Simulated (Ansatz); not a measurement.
Pulling on the Se4–H5 bond in CdH2OSe (SMILES [OH][Cd][SeH]) (multiplicity 1 held, fragments rigid). Energies count from the point at 1.473 Å.
Geometry at that point (charge 0, multiplicity 1):
```xyz
5

Cd     0.435    -0.587    -0.106
O      1.501    -2.229    -0.454
H      2.379    -2.197    -0.059
Se    -0.992     1.393     0.215
H     -1.567     0.828     1.448
```

R- and RO- levels are restricted; in cc, def2 and unpolarised 6-31G sets they are followed outwards from rest. U- levels take the lowest unrestricted solution at each point, which mixes spins at long bonds. Active spaces are followed from a long bond inwards. Curves can end on different states.

Frozen-core correlation. Filled d and f shells under p-block atoms count as core.

Programs: Ansatz (a first-principles code) with Gaussian orbitals. Values without a source in brackets are computed. In def2 rows elements past Kr take small-core potentials, without spin–orbit coupling.

Energies in eV.

| R (Å) | U-HF/def2-TZVPP | R-PBE/def2-TZVPP | U-MP2/def2-TZVPP | CASSCF(4,3)/def2-TZVPP | FIC-MRCISD+Q on CASSCF(4,3)/def2-TZVPP |
|---|---|---|---|---|---|
| 1.179 | 1.48 | 1.59 | 1.51 | 1.62 | 1.53 |
| 1.326 | 0.25 | 0.32 | 0.27 | 0.33 | 0.28 |
| 1.473 | 0.00 | 0.00 | 0.00 | 0.00 | 0.00 |
| 1.621 | 0.24 | 0.15 | 0.22 | 0.14 | 0.19 |
| 1.768 | 0.73 | 0.53 | 0.67 | 0.50 | 0.60 |
| 1.989 | 1.56 | 1.24 | 1.76 | 1.14 | 1.33 |
| 2.210 | 2.04 | 1.96 | 2.67 | 1.75 | 2.00 |
| 2.578 | 2.36 | 2.96 | 3.26 | 2.47 | 2.82 |
| 2.946 | 2.46 | 3.68 | 3.45 | 2.85 | 3.26 |
| 3.388 | 2.50 | 4.25 | 3.52 | 3.03 | 3.47 |
| 3.978 | 2.51 | 4.67 | 3.55 | 3.09 | 3.54 |
| 4.714 | 2.51 | 4.90 | 3.55 | 3.10 | 3.56 |

Doubts at one or more of the structures used: a spin-contaminated determinant (U-HF/def2-TZVPP, U-MP2/def2-TZVPP); a restricted determinant that unrestricted orbitals would lower (R-PBE/def2-TZVPP); active orbitals that take no part (CASSCF(4,3)/def2-TZVPP, FIC-MRCISD+Q on CASSCF(4,3)/def2-TZVPP).
